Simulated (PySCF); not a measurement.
**Pd³⁺ (palladium, charge +3) across methods**

[Kr] 4d7, high-spin 4F determinant. All numbers are calculated (PySCF 2.14, the spin-free X2C one-electron Hamiltonian (Gaussian nucleus), in aug-cc-pVTZ-DK (9s8p6d3f2g, 102 functions)).

```csv
method,E (hartree),mean ε 4p β (eV),mean ε 4d α (eV),mean ε 4d β (eV),Σ⟨r²⟩ (bohr²),⟨S²⟩
PBE,-5042.48,-89.846,-42.664,-40.660,26.25,3.751
r2SCANh,-5042.89,-92.112,-44.009,-41.722,26.09,3.752
UHF,-5040.57163,-102.20,-50.562,-47.819,26.04,3.754
PBE0,-5042.57,-93.298,-44.900,-42.731,26.14,3.751
LDA,-5037.47,-90.139,-42.796,-40.731,26.31,3.750
r2SCAN,-5042.89,-90.865,-43.167,-40.919,26.11,3.752
MN15,-5046.36,-93.753,-45.507,-43.475,26.18,3.751
```

Q: Estimate the same row for PW91.

A: E (hartree) = -5043.27; mean ε 4p β (eV) = -89.949; mean ε 4d α (eV) = -42.732; mean ε 4d β (eV) = -40.757; Σ⟨r²⟩ (bohr²) = 26.25; ⟨S²⟩ = 3.751.
